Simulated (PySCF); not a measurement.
# `InChI=1S/C11H14/c1-2-3-5-8-11-9-6-4-7-10-11/h4-10H,2-3H2,1H3/b8-5-`

Molfile (atoms numbered from 1):
```
C11H14
     RDKit          3D

 25 25  0  0  0  0  0  0  0  0999 V2000
    3.6198    1.1850    0.0084 C   0  0  0  0  0  0  0  0  0  0  0  0
    2.9369   -0.1651    0.1852 C   0  0  0  0  0  0  0  0  0  0  0  0
    1.5156   -0.0103    0.7317 C   0  0  0  0  0  0  0  0  0  0  0  0
    0.8490   -1.3384    0.8969 C   0  0  0  0  0  0  0  0  0  0  0  0
   -0.4221   -1.6391    0.6438 C   0  0  0  0  0  0  0  0  0  0  0  0
   -1.4787   -0.7308    0.1981 C   0  0  0  0  0  0  0  0  0  0  0  0
   -2.4128   -1.1830   -0.7347 C   0  0  0  0  0  0  0  0  0  0  0  0
   -3.4283   -0.3587   -1.1786 C   0  0  0  0  0  0  0  0  0  0  0  0
   -3.5398    0.9325   -0.6887 C   0  0  0  0  0  0  0  0  0  0  0  0
   -2.6343    1.3860    0.2550 C   0  0  0  0  0  0  0  0  0  0  0  0
   -1.6142    0.5632    0.6975 C   0  0  0  0  0  0  0  0  0  0  0  0
    4.6306    1.0569   -0.3722 H   0  0  0  0  0  0  0  0  0  0  0  0
    3.0647    1.8036   -0.6934 H   0  0  0  0  0  0  0  0  0  0  0  0
    3.6758    1.7123    0.9585 H   0  0  0  0  0  0  0  0  0  0  0  0
    2.8960   -0.6813   -0.7765 H   0  0  0  0  0  0  0  0  0  0  0  0
    3.5235   -0.7828    0.8697 H   0  0  0  0  0  0  0  0  0  0  0  0
    1.5710    0.4933    1.7033 H   0  0  0  0  0  0  0  0  0  0  0  0
    0.9320    0.6218    0.0592 H   0  0  0  0  0  0  0  0  0  0  0  0
    1.5085   -2.1325    1.2258 H   0  0  0  0  0  0  0  0  0  0  0  0
   -0.7357   -2.6721    0.7411 H   0  0  0  0  0  0  0  0  0  0  0  0
   -2.3283   -2.1897   -1.1199 H   0  0  0  0  0  0  0  0  0  0  0  0
   -4.1408   -0.7243   -1.9043 H   0  0  0  0  0  0  0  0  0  0  0  0
   -4.3342    1.5778   -1.0340 H   0  0  0  0  0  0  0  0  0  0  0  0
   -2.7269    2.3862    0.6538 H   0  0  0  0  0  0  0  0  0  0  0  0
   -0.9383    0.9138    1.4620 H   0  0  0  0  0  0  0  0  0  0  0  0
  1  2  1  0
  2  3  1  0
  3  4  1  0
  4  5  2  0
  5  6  1  0
  6  7  2  0
  7  8  1  0
  8  9  2  0
  9 10  1  0
 10 11  2  0
 11  6  1  0
  1 12  1  0
  1 13  1  0
  1 14  1  0
  2 15  1  0
  2 16  1  0
  3 17  1  0
  3 18  1  0
  4 19  1  0
  5 20  1  0
  7 21  1  0
  8 22  1  0
  9 23  1  0
 10 24  1  0
 11 25  1  0
M  END
```

The calculation used GIAO mPW1PW91/STO-3G magnetisability, rotational g tensor and spin-rotation constants, non-relativistic, gas phase in PySCF. Geometry: GFN2-xTB.

Problem. Give the nuclear spin-rotation constants along the inertial axes (H = +C I·J) beside the isotropic shieldings.

Solution. Rotational constants 2.2871, 0.5272, 0.4710 GHz. A star marks the isotopologue with that one atom substituted, in its own axes.
| atom | isotope | Caa (kHz) | Cbb (kHz) | Ccc (kHz) | mean (kHz) | σ (ppm) |
| --- | --- | --- | --- | --- | --- | --- |
| H12 | 1H | -0.048 | -0.058 | -0.038 | -0.048 | 32.1 |
| H13 | 1H | -0.155 | -0.035 | -0.038 | -0.076 | 32.4 |
| H14 | 1H | -0.248 | -0.049 | -0.005 | -0.101 | 32.2 |
| H15 | 1H | -0.243 | -0.050 | -0.004 | -0.099 | 32.1 |
| H16 | 1H | -0.133 | -0.036 | -0.037 | -0.069 | 31.9 |
| H17 | 1H | -0.234 | -0.046 | -0.004 | -0.095 | 31.4 |
| H18 | 1H | -0.156 | -0.027 | -0.037 | -0.073 | 31.4 |
| H19 | 1H | -0.059 | 0.002 | -0.049 | -0.035 | 27.3 |
| H20 | 1H | -0.198 | 0.042 | -0.049 | -0.069 | 26.4 |
| H21 | 1H | -0.234 | 0.029 | -0.027 | -0.077 | 25.9 |
| H22 | 1H | 0.029 | -0.046 | -0.013 | -0.010 | 25.8 |
| H23 | 1H | 0.039 | -0.013 | -0.045 | -0.006 | 25.9 |
| H24 | 1H | -0.236 | 0.030 | -0.026 | -0.077 | 25.8 |
| H25 | 1H | 0.001 | -0.044 | -0.009 | -0.018 | 25.9 |
| C1 | 13C* | 0.151 | 0.031 | 0.033 | 0.072 | 215.5 |
| C2 | 13C* | 0.168 | 0.038 | 0.039 | 0.082 | 208.0 |
| C3 | 13C* | 0.199 | 0.044 | 0.035 | 0.093 | 204.5 |
| C4 | 13C* | 0.538 | 0.165 | 0.032 | 0.245 | 123.6 |
| C5 | 13C* | 0.487 | 0.170 | 0.033 | 0.230 | 126.2 |
| C6 | 13C* | 0.574 | 0.134 | 0.056 | 0.255 | 121.9 |
| C7 | 13C* | 0.470 | 0.144 | 0.061 | 0.225 | 125.2 |
| C8 | 13C* | 0.561 | 0.114 | 0.067 | 0.247 | 126.3 |
| C9 | 13C* | 0.559 | 0.126 | 0.055 | 0.246 | 126.8 |

For the geometry as given, no vibrational averaging.
